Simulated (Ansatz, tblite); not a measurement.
Spin states of the cluster Cu₂S (the lowest singlet isomer of a short search), each relaxed with B3LYP-D4/def2-TZVP in Ansatz. Electronic energies in the gas phase.

The xTB rows come from tblite. HSE06 is defined as in plane-wave codes, on full-range PBE exchange. Correlated methods freeze 23 core orbitals. In CCSD on the charge 0 quintet the largest single amplitude is 0.37, so its Hartree–Fock determinant may place the open shell otherwise than the density functionals do. The structure comes from a short search, and lower isomers may exist.

Singlet geometry (C2v within 0.1 Å):

Cartesian coordinates in Å:
```
Cu -0.127 0.951 -1.067
Cu 0.948 -1.026 0.332
S -0.820 0.075 0.735
```

Triplet geometry (C2v within 0.1 Å):

```tsv
atom	x (Å)	y (Å)	z (Å)
Cu1	-0.243	-1.106	0.774
Cu2	-0.840	1.070	-0.176
S3	1.083	0.036	-0.598
```

Quintet geometry (C2v within 0.1 Å):

```xyz
3

Cu   -0.369   -0.772    1.127
Cu   -0.079   -0.422   -1.349
S     0.448    1.194    0.221
```

⟨S²⟩: triplet 2.01 at PBE0-D4/def2-TZVP (pure 2.00), quintet 6.02 at PBE0-D4/def2-TZVP (pure 6.00).

Run but left out: HF/STO-3G (triplet: ⟨S²⟩ 3.91, where a pure state has 2.00); HF/STO-3G (quintet: ⟨S²⟩ 6.95, where a pure state has 6.00); HF/def2-TZVP, HF/def2-TZVPP, MP2/def2-TZVP, MP2/def2-TZVPP (quintet: a determinant that CCSD turns far, T1 0.087).

Only these spin states were relaxed.

Second-order perturbation terms are unreliable where d shells bring near-degenerate states, and here PBE-QIDH/def2-TZVP lies more than 0.4 eV from the median of the functionals without such a term.

```tsv
level	triplet − singlet (kcal/mol)	quintet − singlet (kcal/mol)	lowest of these	remarks
GFN2-xTB	47.5	170.1	singlet	–
revPBE-D4/def2-TZVP	28.3	82.4	singlet	–
r2SCAN-D4/def2-TZVP	28.2	79.8	singlet	–
HSE06-D4/def2-TZVP	33.2	94.7	singlet	–
CAM-B3LYP-D4/def2-TZVP	33.5	97.5	singlet	–
PBE-QIDH/def2-TZVP	38.9	117.2	singlet	–
CCSD(T)/def2-TZVPP	37.2	128.8	singlet	large T1 (0.087) (quintet)
```

**Question.** Estimate the rows for GFN1-xTB, PBE-D4/def2-TZVP, PBE0-D4/def2-TZVP, r2SCAN0-D4/def2-TZVP, RPA@PBE/def2-TZVP, CCSD/def2-TZVPP.

**Answer.** 
| level | triplet − singlet (kcal/mol) | quintet − singlet (kcal/mol) | lowest of these | remarks |
| --- | --- | --- | --- | --- |
| GFN1-xTB | 53.1 | 135.6 | singlet | – |
| PBE-D4/def2-TZVP | 28.8 | 84.4 | singlet | – |
| PBE0-D4/def2-TZVP | 33.3 | 94.6 | singlet | – |
| r2SCAN0-D4/def2-TZVP | 31.8 | 89.4 | singlet | – |
| RPA@PBE/def2-TZVP | 29.3 | 80.9 | singlet | – |
| CCSD/def2-TZVPP | 36.0 | 119.3 | singlet | large T1 (0.087) (quintet) |

The xTB methods have no term that favours high spin, so they put low spin too low.
